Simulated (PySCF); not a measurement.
C6H9O (SMILES O=C1C[CH]CCC1), doublet, geometry from GFN2-xTB. Base run: PySCF with R2SCAN/STO-3G.

PySCF was given this input:
```python
from pyscf import gto, scf, dft

mol = gto.Mole()
mol.atom = '''
    O    -0.95681355    0.20131402   -1.86622456
    C    -0.81995460    0.09396599   -0.66925929
    C    -0.68660874    1.30023976    0.26123098
    C     0.77067646    1.15169514    0.37646530
    C     1.27255642    0.00826442    1.17194038
    C     0.87401466   -1.29884919    0.45123550
    C    -0.60129775   -1.21925720    0.05490010
    H    -1.00011768    2.21462533   -0.23542150
    H    -1.21774724    1.14909270    1.19970155
    H     1.40889838    1.62628220   -0.34826660
    H     2.35516696    0.05010118    1.29024741
    H     0.81056252    0.00753765    2.16444418
    H     1.47944774   -1.40772024   -0.45044892
    H     1.05612663   -2.16096624    1.09584592
    H    -0.86317371   -2.04160412   -0.61128222
    H    -1.23097369   -1.26421439    0.94589887
'''
mol.basis = 'sto-3g'
mol.spin = 1
mol.verbose = 5
mol.build()

mf = dft.UKS(mol)
mf.xc = 'r2scan'
mf.kernel()
mf.analyze()
```

Variants of this job, named by their change:

```tsv
change	E (Eh)	HOMO (eV)	dipole (D)	<S^2>	core-seconds (rough)	outcome
base	-305.20526	-1.95	1.76	0.764	40	converged
functional = revpbe	-305.27755	-1.52	1.59	0.759	20	converged
functional = mn12l	-304.21436	-1.65	1.84	0.760	20	converged
functional = pw6b95	-305.74549	-3.24	1.74	0.763	30	converged
functional = m062x	-305.33277	-4.33	1.74	0.763	30	converged
functional = b3lyp; dispersion = d3zero	-305.34373	-2.83	1.71	0.763	20	converged
functional = lc_wpbe	-305.17032	-5.90	1.72	0.766	40	converged
functional = b3lyp	-305.33172	-2.83	1.71	0.763	20	converged
functional = pbe; dispersion = d4	-304.96665	-1.50	1.61	0.758	20	converged
functional = wb97m_v	-	-	-	-	-	cut at the time limit
functional = x3lyp	-305.18226	-2.88	1.71	0.764	20	converged
functional = m06	-305.04535	-2.86	1.82	0.760	30	converged
functional = m06l	-305.24945	-1.77	1.77	0.760	20	converged
```

Absolute energies of different levels of theory aren't comparable as measures of quality.

Open shells are given as the SCF converged; they aren't shown to be the lowest states, and a large step between rows can be another state.
